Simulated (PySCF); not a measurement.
**Ionisation energy of Sb²⁺ by level of theory**

Sb²⁺ [Kr] 4d10 5s2 5p1 (2P) → Sb³⁺ [Kr] 4d10 5s2 (1S), as a difference of total energies. All numbers are calculated (PySCF 2.14, scalar relativity by spin-free X2C-1e, in x2c-TZVPPall with one added diffuse shell each of s, p, d, f type (9s7p5d3f, 76 functions)). Correlated levels: valence: [Kr] 4d10 frozen; valence and next inner shell: [Ar] 3d10 frozen. The calculations carry no spin-orbit coupling.

```json
{"method": "UHF", "ionisation energy (eV)": "24.113"}
{"method": "LDA", "ionisation energy (eV)": "24.928"}
{"method": "PBE", "ionisation energy (eV)": "24.698"}
{"method": "PBE0", "ionisation energy (eV)": "24.730"}
{"method": "r2SCAN", "ionisation energy (eV)": "24.829"}
{"method": "wB97X-V", "ionisation energy (eV)": "24.611"}
{"method": "TPSS", "ionisation energy (eV)": "24.656"}
{"method": "CAM-B3LYP", "ionisation energy (eV)": "24.869"}
{"method": "wB97X", "ionisation energy (eV)": "24.600"}
{"method": "MP2 (valence)", "ionisation energy (eV)": "24.320"}
{"method": "SCS-MP2 (valence)", "ionisation energy (eV)": "24.310"}
{"method": "MP2 (valence and next inner shell)", "ionisation energy (eV)": "24.538"}
{"method": "SCS-MP2 (valence and next inner shell)", "ionisation energy (eV)": "24.457"}
```

Q: How much does correlation contribute at MP2 (valence and next inner shell)?

A: 24.538 − (24.113) = 0.425 eV, measured against UHF.

A first-order spin-orbit estimate (lowest level to lowest level, LS coupling) adds 0.469 eV.

Errors of the correlated levels include the incompleteness of this basis and the frozen core.

For comparison: 25.323 eV (measured; NIST Atomic Spectra Database, ionization energies).
